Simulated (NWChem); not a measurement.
System: C5H8; SMILES C(=C)CC=C

NWChem printed, in part:

```
             Northwest Computational Chemistry Package (NWChem) 7.3.0
             --------------------------------------------------------

                             Geometry "geometry" -> ""
                             -------------------------

 Output coordinates in angstroms (scale by  1.889725989 to convert to a.u.)

  No.       Tag          Charge          X              Y              Z
 ---- ---------------- ---------- -------------- -------------- --------------
    1 C                    6.0000     0.55232100     0.03772600     2.21927000
    2 C                    6.0000    -0.33414800     0.27138500     1.25161600
    3 C                    6.0000    -0.48642100    -0.54404200     0.00000000
    4 C                    6.0000    -0.33414800     0.27138500    -1.25161600
    5 C                    6.0000     0.55232100     0.03772600    -2.21927000
    6 H                    1.0000     1.25761800    -0.79786200     2.15989100
    7 H                    1.0000     0.60690000     0.67142400     3.10841900
    8 H                    1.0000    -1.01737500     1.12503800     1.35376300
    9 H                    1.0000    -1.49780100    -0.99580300     0.00000000
   10 H                    1.0000     0.23309100    -1.37837500     0.00000000
   11 H                    1.0000    -1.01737500     1.12503800    -1.35376300
   12 H                    1.0000     1.25761800    -0.79786200    -2.15989100
   13 H                    1.0000     0.60690000     0.67142400    -3.10841900

 Effective nuclear repulsion energy (a.u.)     155.2003333223

  pbe96 is a nonlocal functional; adding pw91lda local functional.

                                 NWChem DFT Module
                                 -----------------

 Summary of "ao basis" -> "ao basis" (spherical)
 ------------------------------------------------------------------------------
       Tag                 Description            Shells   Functions and Types
 ---------------- ------------------------------  ------  ---------------------
 C                          def2-svp                 6       14   3s2p1d
 H                          def2-svp                 3        5   2s1p

 in cosmo_initialize ...
 calling solv_data for solv:dmso

[...]

                                COSMO-SMD solvation results
                                ---------------------------

             internal energy in gas <Psi(g)|H|Psi(g)> =      -194.877030942606
         internal energy in solvent <Psi(s)|H|Psi(s)> =      -194.876498602935
                               delta internal energy  =         0.000532339671 (    0.33 kcal/mol)
   total free energy in solvent <Psi(s)|H+V/2|Psi(s)> =      -194.881598918342
 polarization energy contribution <Psi(s)|V/2|Psi(s)> =        -0.005100315407 (   -3.20 kcal/mol)
    total free energy in solvent including G(SMD-CDS) =      -194.878976786459
                       G(SMD-CDS) energy contribution =         0.002622131884 (    1.65 kcal/mol)
     1 M fixed-concentration free energy of solvation =        -0.001945843852 (   -1.22 kcal/mol)

                       DFT Final Molecular Orbital Analysis
                       ------------------------------------

 Vector   17  Occ=2.000000D+00  E=-2.994152D-01
              MO Center= -2.0D-01, -6.4D-02,  1.4D-07, r^2= 3.9D+00
   Bfn.  Coefficient  Atom+Function         Bfn.  Coefficient  Atom+Function
  ----- ------------  ---------------      ----- ------------  ---------------
    91     -0.273287  10 H  s                33      0.253701   3 C  py
    81     -0.230546   8 H  s                96     -0.230546  11 H  s
    92     -0.178986  10 H  s                19     -0.170277   2 C  py
    47     -0.170277   4 C  py               32     -0.152459   3 C  px
    82     -0.147556   8 H  s                97     -0.147556  11 H  s

 Vector   18  Occ=2.000000D+00  E=-2.345728D-01
              MO Center= -1.4D-02,  1.3D-02, -6.4D-07, r^2= 4.5D+00
   Bfn.  Coefficient  Atom+Function         Bfn.  Coefficient  Atom+Function
  ----- ------------  ---------------      ----- ------------  ---------------
    86      0.207316   9 H  s                19      0.189564   2 C  py
    47      0.189564   4 C  py               18      0.183077   2 C  px
    46      0.183077   4 C  px                4      0.170636   1 C  px
    60      0.170636   5 C  px                6     -0.167246   1 C  pz
    62      0.167246   5 C  pz                5      0.152220   1 C  py

 Vector   19  Occ=2.000000D+00  E=-2.341174D-01
              MO Center=  1.6D-01,  1.4D-01,  6.4D-07, r^2= 4.6D+00
   Bfn.  Coefficient  Atom+Function         Bfn.  Coefficient  Atom+Function
  ----- ------------  ---------------      ----- ------------  ---------------
     4      0.210287   1 C  px               60     -0.210287   5 C  px
    20     -0.207773   2 C  pz               48     -0.207773   4 C  pz
     5      0.194227   1 C  py               61     -0.194227   5 C  py
    18      0.173265   2 C  px               46     -0.173265   4 C  px
     7      0.146549   1 C  px               63     -0.146549   5 C  px

 Vector   20  Occ=0.000000D+00  E=-3.518079D-02
              MO Center=  5.3D-02,  9.3D-02, -6.3D-09, r^2= 5.1D+00
   Bfn.  Coefficient  Atom+Function         Bfn.  Coefficient  Atom+Function
  ----- ------------  ---------------      ----- ------------  ---------------
    31      0.319868   3 C  s                 7      0.308501   1 C  px
    63      0.308501   5 C  px               21     -0.256598   2 C  px
    49     -0.256598   4 C  px               87     -0.250972   9 H  s
    23      0.243569   2 C  pz               51     -0.243569   4 C  pz
    22     -0.229853   2 C  py               50     -0.229853   4 C  py

[...]
```

Level: PBE/def2-SVP, SMD on the gas-phase geometry. Coordinates come from a PBE0/def2-SVP optimisation. Not confirmed as a minimum by frequencies. Solvent: dimethyl sulfoxide.

Problem. Write an input that gives this output.

Solution. One answer among several that fit: the input that was run:
```
start job
memory heap 200 mb stack 900 mb global 1100 mb
geometry units angstroms noautosym nocenter noautoz
  C      0.552321     0.037726     2.219270
  C     -0.334148     0.271385     1.251616
  C     -0.486421    -0.544042     0.000000
  C     -0.334148     0.271385    -1.251616
  C      0.552321     0.037726    -2.219270
  H      1.257618    -0.797862     2.159891
  H      0.606900     0.671424     3.108419
  H     -1.017375     1.125038     1.353763
  H     -1.497801    -0.995803     0.000000
  H      0.233091    -1.378375     0.000000
  H     -1.017375     1.125038    -1.353763
  H      1.257618    -0.797862    -2.159891
  H      0.606900     0.671424    -3.108419
end
basis spherical
  C library def2-svp
  H library def2-svp
end
dft
  xc xpbe96 cpbe96
  iterations 150
end
cosmo
  do_cosmo_smd true
  solvent dmso
end
task dft energy
```
